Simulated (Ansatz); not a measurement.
Geometry optimisation, RKS PBE/def2-SVP (Ansatz 0.2.0).

Input file:

```yaml
crystal:
  periodic: [false, false, false]
  atoms:
    - { symbol: W, position_ang: [0.0, 0.0, 0.0] }
    - { symbol: F, position_ang: [0.0, 0.0, 2.2] }
    - { symbol: H, position_ang: [1.72, 0.0, 0.0] }
    - { symbol: Cl, position_ang: [0.0, 2.39, 0.0] }
    - { symbol: Cl, position_ang: [-2.39, 0.0, 0.0] }
    - { symbol: Cl, position_ang: [0.0, -2.39, 0.0] }
    - { symbol: Cl, position_ang: [0.0, 0.0, -2.39] }
    - { symbol: Br, position_ang: [-2.046, 1.7977, 0.905] }
    - { symbol: H, position_ang: [-0.934, 0.8206, 2.1051] }
basis:
  gaussian: { orbitals: def2-SVP }
hamiltonian:
  xc: pbe
relax:
  f_tol: 0.15
  max_steps: 25
  restrain:
    - { distance: [0, 7], at: 2.57, k: 30.0 }
    - { distance: [8, 1], at: 0.92, k: 30.0 }
    - { distance: [0, 1], at: 3.05, k: 30.0 }
    - { distance: [8, 7], at: 2.75, k: 30.0 }
output:
  orbitals: {}
```

Run as:

```bash
$ ansatz run input.yaml --threads 4 --pin off --max-ram 5120MiB --backend cpu --events-out ev --progress --plain --runs-dir out
```

Task: Where does it end, and by what steps?

Result: The forces met the threshold. The restraints hold the end off the free minimum. After 16 steps the energy has fallen by 8.115 eV (the restraints' own energy left out); Cl4 moved furthest, 1.55 Å. Parted: W1–F2, Cl4–Br8, Cl5–Br8. Joined: F2–H9.

```tsv
step	energy less start (eV)	largest force component (eV/Å)	accepted
0	0.0000	7.917	yes
1	-1.6344	6.672	yes
2	-2.7402	5.997	yes
3	-4.4949	3.847	yes
4	-6.0109	1.894	yes
5	-6.9723	0.912	yes
6	-7.4466	0.502	yes
7	-7.6383	0.771	yes
8	-7.7535	0.565	yes
9	-7.8635	0.342	yes
10	-7.9491	0.972	yes
11	-8.0016	0.631	yes
12	-8.0612	0.548	yes
13	-8.0781	0.551	yes
14	-8.1037	0.529	yes
15	-8.1119	0.401	yes
16	-8.1150	0.415	yes
```

```xyz
9
Properties=species:S:1:pos:R:3
W -0.393 0.320 -0.380
F -0.550 -0.510 2.549
H 0.740 0.648 0.819
Cl 1.067 2.041 -1.072
Cl -2.417 -0.764 -0.128
Cl 0.785 -1.608 -0.073
Cl -0.488 -0.020 -2.675
Br -1.509 2.200 0.943
H -0.885 0.312 2.836
```

The run took 75 s on 4 threads of Arm Neoverse V1, with other jobs on the host, peak memory 0.31 GiB.
